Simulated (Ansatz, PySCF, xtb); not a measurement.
Isomers of CH2O: 1 is C=O, 2 is [CH]O; one conformer of each (the lowest of an xTB search), B3LYP-D3(BJ)/def2-TZVP minima.
Isomer 1 (charge 0, multiplicity 1):
| atom | x (Å) | y (Å) | z (Å) |
|---|---|---|---|
| C | -0.0059 | 0.0006 | 0.0000 |
| O | 1.1868 | -0.1212 | -0.0037 |
| H | -0.4951 | 0.9942 | 0.0030 |
| H | -0.6858 | -0.8736 | 0.0006 |
Isomer 2 (charge 0, multiplicity 1):
| atom | x (Å) | y (Å) | z (Å) |
|---|---|---|---|
| C | 0.6264 | 0.5495 | -0.0042 |
| O | -0.6718 | 0.4240 | 0.0102 |
| H | 1.0628 | -0.4820 | -0.0152 |
| H | -1.0175 | -0.4915 | 0.0092 |

No zero-point or thermal terms.

Correlated levels freeze the cores. Rows in 3-21G, 6-31G* carry no dispersion term and start afresh at each structure (6-31G* with six Cartesian d functions). MP2/6-31G* freezes PySCF's default core.

The values were computed with Ansatz (an electronic-structure program); PySCF for 3-21G rows, 6-31G* rows, M06-2X, the dispersion terms; xtb for the GFN methods. Each number belongs to the level named beside it.

```json
[
 {"level": "GFN1-xTB", "electronic energy of isomer 2 less that of isomer 1 (kcal/mol)": "49.64"},
 {"level": "HF/3-21G", "electronic energy of isomer 2 less that of isomer 1 (kcal/mol)": "53.92"},
 {"level": "B97M-V/def2-TZVPP", "electronic energy of isomer 2 less that of isomer 1 (kcal/mol)": "56.39"},
 {"level": "B3LYP/3-21G", "electronic energy of isomer 2 less that of isomer 1 (kcal/mol)": "63.33"},
 {"level": "B3LYP/def2-TZVPP", "electronic energy of isomer 2 less that of isomer 1 (kcal/mol)": "57.32"},
 {"level": "B3LYP-D3(BJ)/def2-TZVPP", "electronic energy of isomer 2 less that of isomer 1 (kcal/mol)": "57.34"},
 {"level": "M06-2X/def2-TZVPP", "electronic energy of isomer 2 less that of isomer 1 (kcal/mol)": "56.07"},
 {"level": "MP2/6-31G*", "electronic energy of isomer 2 less that of isomer 1 (kcal/mol)": "___"},
 {"level": "CCSD(T)/cc-pVQZ", "electronic energy of isomer 2 less that of isomer 1 (kcal/mol)": "56.55"}
]
```

Question: Complete the blanks.

Answer: 
- MP2/6-31G*, electronic energy of isomer 2 less that of isomer 1 (kcal/mol): 66.50
